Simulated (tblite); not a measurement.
C₄H₆FOSi₂ (doublet state).
SMILES with atom numbers: `[F:1][c:2]1[cH:3][cH:4][o:5][c:6]1[SiH2:7][SiH2:8]` (hydrogens: H9 on C3; H10 on C4; H11, H12 on Si7; H13, H14 on Si8)

Structure optimised with GFN2-xTB, isolated species. This method treats the open shell by occupation alone, without spin polarisation.

Give the optimised bond lengths and angles.

| bond | length (bohr) | order |
| --- | --- | --- |
| F1–C2 | 2.533 | single |
| C2–C3 | 2.670 | aromatic |
| C3–C4 | 2.573 | aromatic |
| C4–O5 | 2.534 | aromatic |
| O5–C6 | 2.563 | aromatic |
| C6–Si7 | 3.553 | single |
| Si7–Si8 | 4.293 | single |
| C2–C6 | 2.582 | aromatic |
| C3–H9 | 2.022 | single |
| C4–H10 | 2.026 | single |
| Si7–H11, Si7–H12 | 2.787 | single |
| Si8–H13, Si8–H14 | 2.769 | single |

Bonds in one row agree within 0.02 bohr and their mean is given. Orders are formal, as drawn. A selection of angles:
| angle | degrees |
| --- | --- |
| F1–C2–C3 | 125.7 |
| F1–C2–C6 | 125.6 |
| C3–C2–C6 | 108.7 |
| C2–C3–C4 | 104.3 |
| C3–C4–O5 | 111.0 |
| C4–O5–C6 | 108.5 |
| O5–C6–Si7 | 119.0 |
| C2–C6–O5 | 107.4 |
| C2–C6–Si7 | 133.6 |
| C6–Si7–Si8 | 102.5 |

Torsions: O5–C6–Si7–Si8 -4° (synperiplanar). The mirror-image conformer, all signs reversed, is as good.

C2 (carbon bonded to 2 C and F) is planar (angles 125.7°, 125.6° and 108.7°, sum 360.0°, 0.00 Å off the plane of its three neighbours). C6 (carbon bonded to C, O and Si) is planar (angles 133.6°, 119.0° and 107.4°, sum 360.0°, 0.00 Å off the plane of its three neighbours). C4 (carbon bonded to C, O and H) is planar (angles 131.6°, 117.4° and 111.0°, sum 360.0°, 0.00 Å off the plane of its three neighbours). Si7 (silicon bonded to C, Si and 2 H) has angles from 102.5° to 125.2°. C3 (carbon bonded to 2 C and H) is planar (angles 128.3°, 127.4° and 104.3°, sum 360.0°, 0.00 Å off the plane of its three neighbours). O5 (oxygen bonded to 2 C) is bent (angle 108.5°). The C–C distances run from 1.361 Å (C3–C4, aromatic) to 1.413 Å (C2–C3, aromatic), a spread of 0.052 Å.

Its lowest GFN2-xTB frequency is 7 cm⁻¹, too small to tell a flat minimum from a shallow saddle. Torsions: O5–C6–Si7–Si8 -4°, C6–Si7–Si8–H -48° and 176°.

These are computed values.
